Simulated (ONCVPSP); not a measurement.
## Si: from the effect back to the setting (ONCV)

Base potential:

silicon, optimised norm-conserving Vanderbilt (ONCV), made with ONCVPSP 4.0.1 (PBEsol, scalar-relativistic). Core [He], reference 2s2 2p6 3s2 3p0.5 (charge +1.5). Waves: 2s+3s: rc 1.10 bohr, ncon 5, nbas 8, qcut 13.4 1/bohr, 2 projectors; 2p+3p: rc 1.05 bohr, ncon 3, nbas 6, qcut 11.4 1/bohr, 2 projectors. Local part: polynomial inside 0.70 bohr (lpopt 1, dvloc0 0 Ha). Core correction: Teter function, fcfact 2.75, rcfact 1.75.

Cutoffs, loose and tight: the cutoffs (Ha) at which the residual kinetic energy of the hardest occupied pseudo-wave falls to 1 and 0.1 mHa per electron. They do not see the model core or the augmentation charge, which bear on the density cutoff. Test errors are all-electron minus pseudo excitation energies from the reference, over the configurations 2s2 2p6 3s2 3p2; 2s2 2p6 3s2 3p1; 2s2 2p6 3s2 3p0; 2s2 2p5 3s2 3p2; variants that change the core or the reference have their own tests.

Only the p radius is moved (1 further runs of the sweep failed or gave no value and are left out):

```csv
p radius (bohr),"cutoff, loose","cutoff, tight",bound ghosts,largest test error (meV)
0.92,82 Ha,200 Ha,none,+697
1.04,59 Ha,98 Ha,none,+958
1.22,52 Ha,61 Ha,none,+1336
1.52,43 Ha,61 Ha,none,+2229
```

Problem. One more run gave cutoff, loose: 48 Ha; cutoff, tight: 61 Ha; bound ghosts: none; largest test error (meV): +1638. Which value of the p radius was used?

Solution. 1.36 bohr. The loose cutoff moves one way along this sweep, from 82 Ha at 0.92 to 43 Ha at 1.52 bohr, which places the run between 1.22 and 1.52 bohr.
